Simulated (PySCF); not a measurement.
cyanomethylboronic acid (C2H4BNO2), SMILES C(C#N)B(O)O.

Coordinates come from a B3LYP-D3(BJ)/def2-SVP optimisation. The values are those of a single conformer.

These are PBE/def2-TZVP (PySCF) values and carry that method's errors.

Symmetry labels are those of the subgroup Cs that the program uses (full group Cs).

**Question.** List the valence orbital energies around the gap with their symmetry. (An estimate is asked for; the answer gives what the named calculation found.)

**Answer.** 
```csv
orbital,symmetry,energy (eV)
HOMO−7,A',-11.38
HOMO−6,A",-9.70
HOMO−5,A',-9.42
HOMO−4,A',-8.97
HOMO−3,A',-8.62
HOMO−2,A",-8.28
HOMO−1,A",-8.06
HOMO,A',-7.91
LUMO,A",-0.54
LUMO+1,A',-0.50
LUMO+2,A',-0.31
LUMO+3,A",-0.09
```
